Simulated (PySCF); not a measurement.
Zn(I)(GeH3) (GeH₃IZn), SMILES [I][Zn][GeH3].

Geometry: PBE-D3(BJ)/def2-SVP. The structure was generated by enumeration; whether it is a known compound was not checked. The def2 effective core potentials stand for the cores of I; spin–orbit coupling is left out.

Method: PBE-D3(BJ)/def2-SVP (PySCF).

Frequencies are harmonic and unscaled.

Modes within 1.5 cm⁻¹ of each other (mostly degenerate sets) share a row, with their intensities summed.

**Question.** List the normal modes with their intensities. (Estimate from the structure and the level; the computed values follow.)

**Answer.** 
| mode | ν (cm⁻¹) | IR (km/mol) | moving atoms (share of kinetic energy) |
|---|---|---|---|
| 1–2 | 60 | 5.3 | Zn 72 %, Ge 13 %, I 9 % |
| 3 | 157 | 6.3 | Ge 55 %, I 43 % |
| 4 | 313 | 27.7 | Zn 75 %, Ge 15 %, I 10 % |
| 5–6 | 397 | 7.3 | H 93 % |
| 7 | 752 | 285.2 | H 97 % |
| 8–9 | 853 | 49.4 | H 99 % |
| 10 | 2061 | 84.3 | H 100 % |
| 11–12 | 2077 | 193.3 | H 98 % |
